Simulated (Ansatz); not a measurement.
Cl₃Sn, charge +1, singlet, geometry from GFN2-xTB (such geometries of metal compounds can be far from the true shape) (all electrons, no relativity); B3LYP5/STO-3G in Ansatz (a first-principles code).

Here is a job for Ansatz.
Ansatz 0.2 input:
```yaml
crystal:
  periodic: [false, false, false]
  atoms:
    - {symbol: Sn, position_ang: [-0.00000000, 0.00000000, 0.00000000]}
    - {symbol: Cl, position_ang: [2.22169726, -0.28046629, -0.42811001]}
    - {symbol: Cl, position_ang: [-0.94312463, -0.98953972, 1.82461100]}
    - {symbol: Cl, position_ang: [-1.27857262, 1.27000601, -1.39650099]}
basis:
  gaussian:
    orbitals: STO-3G
hamiltonian:
  xc: b3lyp5
total_charge: 1
```

It wrote (shortened):

```
Functional definition: B3LYP5
647 factors; integrals over basis functions are off by at most 2.2e-5 eV
mean field evaluation 1: about -199464.2367 eV, gradient 2.9e1 eV
mean field evaluation 2: about -199460.3055 eV, gradient 4.3e1 eV
mean field evaluation 4: about -199469.8516 eV, gradient 6.3e-2 eV
mean field evaluation 8: about -199469.8516 eV, gradient 1.2e-3 eV
mean field -199469.85158993 eV, -7330.3818404083 hartree, gradient 2.9e-5 eV, S^2 0.000000; 0 other end points of the search recorded, 0 dependent functions left out
reference -199469.85176862 eV, -7330.3818469752 hartree; 50, 50 occupied and 4, 4 virtual orbitals, 647 factors
Total energy: -199469.85176862 eV, -7330.3818469752 hartree
```
